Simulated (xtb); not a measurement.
C₃H₇O (SMILES C[CH]CO), doublet, from a rough starting geometry; GFN2-xTB (xtb).

The xtb input:
```
$ xtb mol.xyz --gfn 2 --uhf 1 --opt vtight --json

# file mol.xyz
11

C     -1.55125204     0.06435992    -0.03553322
C     -0.19697509     0.03567508     0.53097349
C      0.99794957    -0.46424349    -0.18109400
O      1.93327168     0.57179695    -0.63512092
H     -1.48083337    -0.37178271    -1.07639793
H     -2.19248018    -0.54245602     0.53602052
H     -1.96017245     1.06982543    -0.05409874
H     -0.05891842     0.49082650     1.45861935
H      1.58864645    -1.11288422     0.43438230
H      0.78641552    -0.95185614    -1.08367352
H      2.13257955     1.10787148     0.16347233
```

It wrote (shortened):

```
   ID    Z sym.   atoms
    1    6 C      1-3
    2    8 O      4
    3    1 H      5-11

           -------------------------------------------------
          |                Calculation Setup                |
           -------------------------------------------------

           -------------------------------------------------
          |                 G F N 2 - x T B                 |
           -------------------------------------------------

          ...................................................
          :                      SETUP                      :
          :.................................................:
          :  # basis functions                  23          :
          :  # atomic orbitals                  23          :
          :  # shells                           15          :
          :  # electrons                        25          :
          :  max. iterations                   250          :
          :  Hamiltonian                  GFN2-xTB          :
          :  restarted?                      false          :
          :  GBSA solvation                  false          :
          :  PC potential                    false          :
          :  electronic temp.          300.0000000     K    :
          :  accuracy                    1.0000000          :
          :  -> integral cutoff          0.2500000E+02      :
          :  -> integral neglect         0.1000000E-07      :
          :  -> SCF convergence          0.1000000E-05 Eh   :
          :  -> wf. convergence          0.1000000E-03 e    :
          :  Broyden damping             0.4000000          :
          :  net charge                          0          :
          :  unpaired electrons                  1          :
          ...................................................

 iter      E             dE          RMSdq      gap      omega  full diag
   1    -14.1126875 -0.141127E+02  0.358E+00    8.94       0.0  T
   2    -14.1332032 -0.205157E-01  0.183E+00    9.15       1.0  T
   3    -14.1336289 -0.425757E-03  0.696E-01    9.15       1.0  T
   4    -14.1337318 -0.102907E-03  0.102E-01    9.04       1.0  T
   5    -14.1337417 -0.983027E-05  0.572E-02    9.07       1.0  T
   6    -14.1337428 -0.109849E-05  0.804E-03    9.07       3.8  T
   7    -14.1337428 -0.306329E-07  0.265E-03    9.07      11.4  T
   8    -14.1337428 -0.128019E-07  0.781E-04    9.07      38.6  T
   9    -14.1337428 -0.374758E-09  0.225E-04    9.07     134.1  T

   *** convergence criteria satisfied after 9 iterations ***

         :::::::::::::::::::::::::::::::::::::::::::::::::::::
         ::                     SUMMARY                     ::
         :::::::::::::::::::::::::::::::::::::::::::::::::::::
         :: total energy             -13.957496033445 Eh    ::
         :: gradient norm              0.088373555618 Eh/a0 ::
         :: HOMO-LUMO gap              9.069551710887 eV    ::
         ::.................................................::
         :: SCC energy               -14.133740468409 Eh    ::
         :: -> isotropic ES            0.028546861972 Eh    ::
         :: -> anisotropic ES          0.001774613398 Eh    ::
         :: -> anisotropic XC          0.004514973558 Eh    ::
         :: -> dispersion             -0.004278669732 Eh    ::
         :: repulsion energy           0.176244434964 Eh    ::
         :: add. restraining           0.000000000000 Eh    ::
         :: total charge               0.000000000000 e     ::
         :::::::::::::::::::::::::::::::::::::::::::::::::::::

      -----------------------------------------------------------
     |                   =====================                   |
     |                        A N C O P T                        |
     |                   =====================                   |
     |               Approximate Normal Coordinate               |
     |                Rational Function Optimizer                |
[...]
 * total energy  :   -13.9657971 Eh     change       -0.3805099E-06 Eh
 * total energy  :   -13.9657975 Eh     change       -0.3990419E-06 Eh
 * total energy  :   -13.9657980 Eh     change       -0.4402206E-06 Eh
 * total energy  :   -13.9657985 Eh     change       -0.4920321E-06 Eh
 * total energy  :   -13.9657990 Eh     change       -0.5495123E-06 Eh
 * total energy  :   -13.9657996 Eh     change       -0.5729758E-06 Eh
 * total energy  :   -13.9658001 Eh     change       -0.5455708E-06 Eh
 * total energy  :   -13.9658006 Eh     change       -0.4489558E-06 Eh
 * total energy  :   -13.9658009 Eh     change       -0.3250697E-06 Eh
 * total energy  :   -13.9658011 Eh     change       -0.2045273E-06 Eh
 * total energy  :   -13.9658012 Eh     change       -0.1179528E-06 Eh
 * total energy  :   -13.9658013 Eh     change       -0.6604945E-07 Eh
   *** GEOMETRY OPTIMIZATION CONVERGED AFTER 118 ITERATIONS ***
         :: total energy             -13.965801294021 Eh    ::
[...]
        10        2.0000           -0.4534932             -12.3402
        11        2.0000           -0.4454641             -12.1217
        12        2.0000           -0.4116363             -11.2012
        13        1.0000           -0.3002869              -8.1712 (HOMO)
        14                          0.0561641               1.5283 (LUMO)
        15                          0.1116690               3.0387
        16                          0.1390447               3.7836
        17                          0.1620732               4.4102
        18                          0.1716904               4.6719
        19                          0.1786950               4.8625
        20                          0.2019653               5.4958
        21                          0.2281197               6.2075
        22                          0.3018176               8.2129
        23                          0.3568689               9.7109
      -------------------------------------------------------------
                  HL-Gap            0.3564510 Eh            9.6995 eV
             Fermi-level           -0.2390115 Eh           -6.5038 eV

     #   Z          covCN         q      C6AA      α(0)
     1   6 C        3.752    -0.100    22.472     6.760
     2   6 C        2.882    -0.095    30.379     9.036
     3   6 C        3.674     0.086    19.365     6.306
     4   8 O        1.655    -0.443    21.700     6.288
     5   1 H        0.925     0.040     2.451     2.448
     6   1 H        0.924     0.049     2.329     2.387
     7   1 H        0.924     0.051     2.302     2.373
     8   1 H        0.926     0.036     2.507     2.476
     9   1 H        0.922     0.028     2.611     2.527
    10   1 H        0.923     0.060     2.205     2.322
    11   1 H        0.805     0.287     0.761     1.370

 Mol. C6AA /au·bohr⁶  :        864.328102
 Mol. C8AA /au·bohr⁸  :      18153.814858
 Mol. α(0) /au        :         44.293491

Wiberg/Mayer (AO) data.
largest (>0.10) Wiberg bond orders for each atom

 ---------------------------------------------------------------------------
     #   Z sym  total        # sym  WBO       # sym  WBO       # sym  WBO
 ---------------------------------------------------------------------------
     1   6 C    3.997 --     2 C    1.088     5 H    0.983     6 H    0.963
                             7 H    0.944
     2   6 C    3.296 --     1 C    1.088     3 C    1.071     8 H    0.973
     3   6 C    3.957 --     2 C    1.071     4 O    0.994     9 H    0.945
                            10 H    0.927
     4   8 O    1.960 --     3 C    0.994    11 H    0.902
     5   1 H    0.998 --     1 C    0.983
     6   1 H    0.997 --     1 C    0.963
     7   1 H    0.995 --     1 C    0.944
     8   1 H    0.999 --     2 C    0.973
     9   1 H    0.999 --     3 C    0.945
    10   1 H    0.994 --     3 C    0.927
    11   1 H    0.917 --     4 O    0.902
 ---------------------------------------------------------------------------

Topologies differ in total number of bonds
Writing topology from bond orders to xtbtopo.mol

molecular dipole:
                 x           y           z       tot (Debye)
 q only:       -0.520      -0.216       0.270
   full:       -0.653      -0.276       0.387       2.055
molecular quadrupole (traceless):
                xx          xy          yy          xz          yz          zz
 q only:       -2.246      -0.827       0.128       2.519       0.654       2.118
  q+dip:       -4.259      -1.771       1.173       3.115       0.974       3.086
   full:       -3.848      -1.487       0.670       3.438       0.855       3.178

optimized geometry written to: xtbopt.xyz

           -------------------------------------------------
          | TOTAL ENERGY              -13.965801294021 Eh   |
          | GRADIENT NORM               0.000014148625 Eh/α |
          | HOMO-LUMO GAP               9.699526116919 eV   |
           -------------------------------------------------
```
